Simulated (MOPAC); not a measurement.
A run for MOPAC: PM3 on FGaH2 (SMILES [F][GaH2]), a point of a bond scan (R = 2.334 Å).

```
PM3 1SCF PRECISE CHARGE=0 THREADS=1
FGaH2

Ga    -0.15314797 1    -0.29827289 1     0.09911006 1
H      1.01222835 1    -1.43761420 1     1.77026606 1
H     -1.47626948 1    -0.60250567 1    -0.66151679 1
F      0.62223187 1     1.21186655 1    -0.40267879 1
```

The log:

```
*******************************************************************************
 **                                                                           **
 **                              MOPAC v23.2.5                                **
 **                                                                           **
 *******************************************************************************
 ** MOPAC's Digital Object Identifier: https://doi.org/10.5281/zenodo.6511958 **
 **                                                                           **
 ** Please cite the open-source release paper for use of this MOPAC version:  **
 ** J. E. Moussa and J. J. P. Stewart (2026)                                  **
 ** MOPAC: An open-source semiempirical molecular orbital program             **
 ** J. Open Source Softw., 11(119), 8025, https://doi.org/10.21105/joss.08025 **
 *******************************************************************************

                              PM3 CALCULATION RESULTS

 *******************************************************************************
 *  PM3        - The PM3 Hamiltonian to be used
 *
 *
 *
 *                 CHARGE ON SYSTEM = 0
 *
 *
 *
 *  PRECISE    - TIGHTER CRITERIA TO BE USED
 *  1SCF       - DO 1 SCF AND THEN STOP
 *  THREADS=1  - MULTI-THREADING NOT USED
 *  T=         - A TIME OF 172800.0 SECONDS REQUESTED
 *  DUMP=N     - RESTART FILE WRITTEN EVERY 7200.0 SECONDS REQUESTED
 *******************************************************************************
PM3 1SCF PRECISE CHARGE=0 THREADS=1
 FGaH2

   ATOM   CHEMICAL          X               Y               Z
  NUMBER   SYMBOL      (ANGSTROMS)     (ANGSTROMS)     (ANGSTROMS)

     1      Ga         -0.15314797  *  -0.29827289  *   0.09911006  *
     2       H          1.01222835  *  -1.43761420  *   1.77026606  *
     3       H         -1.47626948  *  -0.60250567  *  -0.66151679  *
     4       F          0.62223187  *   1.21186655  *  -0.40267879  *



          CARTESIAN COORDINATES

    NO.       ATOM           X           Y           Z

     1        Ga         -0.1531     -0.2983      0.0991
     2         H          1.0122     -1.4376      1.7703
     3         H         -1.4763     -0.6025     -0.6615
     4         F          0.6222      1.2119     -0.4027

  H: (PM3): J. J. P. STEWART, J. COMP. CHEM. 10, 209 (1989).
  F: (PM3): J. J. P. STEWART, J. COMP. CHEM. 10, 209 (1989).
 Ga: (PM3): J. J. P. STEWART, J. COMP. CHEM. 12, 320-341 (1991).

           Empirical Formula: H2 Ga F  =     4 atoms



      MOLECULAR POINT GROUP   :   Cs


      RHF CALCULATION, NO. OF DOUBLY OCCUPIED LEVELS = 6


 -------------------------------------------------------------------------------
 PM3 1SCF PRECISE CHARGE=0 THREADS=1
 FGaH2



     1SCF WAS SPECIFIED, SO BFGS WAS NOT USED
     SCF FIELD WAS ACHIEVED


                              PM3 CALCULATION
                                                       MOPAC v23.2.5 Linux




          FINAL HEAT OF FORMATION =         28.71601 KCAL/MOL =     120.14779 KJ/MOL


          COSMO AREA              =         82.41 SQUARE ANGSTROMS
          COSMO VOLUME            =         62.37 CUBIC ANGSTROMS

          IONIZATION POTENTIAL    =         10.892321 EV
          HOMO LUMO ENERGIES (EV) =        -10.892 -3.109
          NO. OF FILLED LEVELS    =          6
          MOLECULAR WEIGHT        =         90.7492         POINT GROUP:  Cs

          MOLECULAR DIMENSIONS (Angstroms)

            Atom       Atom       Distance
            H     3    H     2     3.57821
            F     4    H     2     2.50879
           Ga     1    F     4     0.00000


          SCF CALCULATIONS        =          1





   ATOM   CHEMICAL          X               Y               Z
  NUMBER   SYMBOL      (ANGSTROMS)     (ANGSTROMS)     (ANGSTROMS)

     1      Ga         -0.15314797  *  -0.29827289  *   0.09911006  *
     2       H          1.01222835  *  -1.43761420  *   1.77026606  *
     3       H         -1.47626948  *  -0.60250567  *  -0.66151679  *
     4       F          0.62223187  *   1.21186655  *  -0.40267879  *

                             CARTESIAN COORDINATES

   1   Ga       -0.153147970    -0.298272890     0.099110060
   2    H        1.012228350    -1.437614200     1.770266060
   3    H       -1.476269480    -0.602505670    -0.661516790
   4    F        0.622231870     1.211866550    -0.402678790


           Empirical Formula: H2 Ga F  =     4 atoms



      MOLECULAR POINT GROUP   :   Cs


                  EIGENVALUES
 -19.92034 -16.22936 -15.12464 -14.78934 -13.01395 -10.89232  -3.10916  -1.83880
  -1.23033  -0.42004


              NET ATOMIC CHARGES AND DIPOLE CONTRIBUTIONS

  ATOM NO.   TYPE          CHARGE      No. of ELECS.   s-Pop       p-Pop
    1         Ga           0.354715        2.6453     1.23301     1.41228
    2          H           0.027706        0.9723     0.97229
    3          H           0.016680        0.9833     0.98332
    4          F          -0.399101        7.3991     1.57872     5.82038
 DIPOLE           X         Y         Z       TOTAL
 POINT-CHG.    -1.437    -3.071     1.123     3.572
 HYBRID         0.170     0.615    -0.311     0.710
 SUM           -1.267    -2.456     0.812     2.881


          ATOMIC ORBITAL ELECTRON POPULATIONS

     Atom    s        px        py        pz
    1 Ga   1.23301   0.55053   0.39103   0.47072
    2  H   0.97229
    3  H   0.98332
    4  F   1.57872   1.95968   1.91712   1.94358

 **********************
 *                    *
 * JOB ENDED NORMALLY *
 *                    *
 **********************




 == MOPAC DONE ==
```

The run finished.

Cost: around 0.020 core-seconds (rough).
